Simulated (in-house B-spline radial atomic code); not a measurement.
The nitrogen ion N²⁺: [He] 2s2 6d1 (an excited or competing configuration)

Method: Dirac-Hartree-Fock, average of configuration, Fermi nucleus of rms radius 2.5582 fm. Calculated with an all-electron radial atomic-structure program (B-spline basis).

Z_r = [3n² - l(l+1)]/(2<r>); Z_e = n√(-2ε); the last column is Slater's effective charge. Values are occupation-weighted means over j.

```tsv
shell	electrons	ε (eV)	<r> (bohr)	Z_r	Z_e	Slater
1s	2	-491.02	0.2268	6.61	6.01	6.70
2s	2	-73.027	1.112	5.40	4.63	4.95
6d	1	-3.4739	16.61	3.07	3.03	3.00
```

The least bound orbital is 6d5/2 at -3.474 eV, and it is also the most diffuse (<r> = 16.61 bohr).

Spin-orbit splittings of the orbital energies (j = l + 1/2 above j = l - 1/2 when positive): 6d 7.369e-05 eV.

For the 1s electron the small component carries 0.0594 % of the norm, the zero-frequency Breit interaction raises the level by 0.1138 eV, self-energy by 0.0399 eV, and vacuum polarisation lowers it by 0.001852 eV.

The density falls to 0.001 bohr⁻³ at 2.473 bohr; Σ<r²> = 314.57 bohr² gives, by the non-relativistic formula and without the paramagnetism of open shells, a Langevin diamagnetic susceptibility of -249.1×10⁻⁶ cm³/mol.
